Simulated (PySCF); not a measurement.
Cs₂F⁺, singlet: molecular constants

Computed with PBE0 in PySCF with F def2-TZVP, Cs def2-TZVP with ECP46; scalar-relativistic core potentials, no spin–orbit coupling; density-fitted integrals.

The structure is a minimum.

- Point group: D∞h
- Bond lengths: F–Cs 2.570 Å (×2)
- Bond angles: Cs–F–Cs 180.0°
- Principal quadrupole moments (Buckingham, traceless) about the centre of mass: -24.89, -24.89, 49.79 D Å
- Highest occupied level: -11.33 eV
- Dipole moment about the centre of mass: 0.00 D
- Entropy at 298.15 K and 1 bar: 316.4 J/(mol K)
- Heat capacity Cp at 298.15 K: 60.3 J/(mol K)
- Zero-point energy: 3.6 kJ/mol
- Enthalpy at 298.15 K above 0 K: 15.61 kJ/mol
- Rotational symmetry number: 2
- Rotational constants: 0.0096 cm⁻¹
- Principal polarisabilities: 34.8, 34.8, 56.6 bohr³
- Lowest empty level: -3.66 eV

Harmonic modes (masses in u: F 18.998, Cs 132.905):
```json
{"symmetry": "πu", "ω (cm⁻¹)": "82", "IR (km/mol, summed over degenerate members)": "53.4"}
{"symmetry": "σg+", "ω (cm⁻¹)": "101", "IR (km/mol, summed over degenerate members)": "0.0"}
{"symmetry": "σu+", "ω (cm⁻¹)": "341", "IR (km/mol, summed over degenerate members)": "205"}
```

In D∞h the vibrations span πu + σg+ + σu+. The σg+ mode carries no infrared intensity, as symmetry demands. With a centre of inversion only u modes can be infrared active and only g modes Raman active.

Charges (e):
| atom | Mulliken | Löwdin | polar tensor | Mayer order to F1 |
| --- | --- | --- | --- | --- |
| F1 | -0.78 | -0.66 | -1.04 | – |
| Cs2,3 | 0.89 | 0.83 | 1.02 | 0.17 |

Mulliken populations on F1: s 3.98, p 5.79, d 0.00, f 0.00.

Only a few start shapes were tried, so a lower isomer may exist.

The final relaxation and frequency run took 16 s on 2 threads of a shared Arm Neoverse N1 host, with 89 basis functions and 5 gradients; the process peaked at 0.81 GiB.
